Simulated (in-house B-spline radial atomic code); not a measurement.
Ionising Br⁶⁺ with different functionals

Computed with a B-spline radial code for spherical atoms: scalar-relativistic (spin-free X2C) Hamiltonian, Fermi nucleus of rms radius 4.1629 fm, spin-polarised at highest spin, spherical fractional occupations for the functionals, and exact exchange of hybrids averaged over the configuration. The ionisation energy is the difference of two self-consistent energies, [Ar] 3d10 4s1 → [Ar] 3d10, without Breit or QED terms; ε is the level of the shell that loses the electron (its least bound occupied spin orbital). There is no spin-orbit coupling in this Hamiltonian.

```json
{"method": "PBE0", "rung": "global hybrid", "ΔSCF (eV)": "103.73", "-ε(4s) (eV)": "98.35"}
{"method": "B3LYP", "rung": "global hybrid", "ΔSCF (eV)": "104.36", "-ε(4s) (eV)": "98.45"}
{"method": "TPSSh", "rung": "global hybrid", "ΔSCF (eV)": "103.48", "-ε(4s) (eV)": "97.30"}
{"method": "M06-2X", "rung": "global hybrid", "ΔSCF (eV)": "103.24", "-ε(4s) (eV)": "99.10"}
{"method": "BHandHLYP", "rung": "global hybrid", "ΔSCF (eV)": "103.73", "-ε(4s) (eV)": "99.95"}
{"method": "r2SCAN0", "rung": "global hybrid", "ΔSCF (eV)": "103.27", "-ε(4s) (eV)": "98.65"}
{"method": "B97-1", "rung": "global hybrid", "ΔSCF (eV)": "103.32", "-ε(4s) (eV)": "97.68"}
{"method": "HSE06", "rung": "range-separated hybrid", "ΔSCF (eV)": "103.83", "-ε(4s) (eV)": "98.11"}
{"method": "wB97X", "rung": "range-separated hybrid", "ΔSCF (eV)": "102.53", "-ε(4s) (eV)": "100.78"}
{"method": "CAM-B3LYP", "rung": "range-separated hybrid", "ΔSCF (eV)": "104.36", "-ε(4s) (eV)": "100.32"}
{"method": "LC-wPBE", "rung": "range-separated hybrid", "ΔSCF (eV)": "104.02", "-ε(4s) (eV)": "101.78"}
```

Q: Among the functionals, which spreads more, the ΔSCF values or the orbital energies?

A: The orbital energies: ΔSCF values span about 1.83 eV and the orbital energies 4.49 eV.

Q: How do they compare with the NIST value?

A: NIST lists 103.0 eV ± 0.19 (semi-empirical, ground level to ground level). Errors run from -0.50 to +1.33 eV; M06-2X is closest (+0.21 eV), though others lie within the uncertainty of it, and part of that can be cancellation, since the calculations leave out Breit-QED terms.
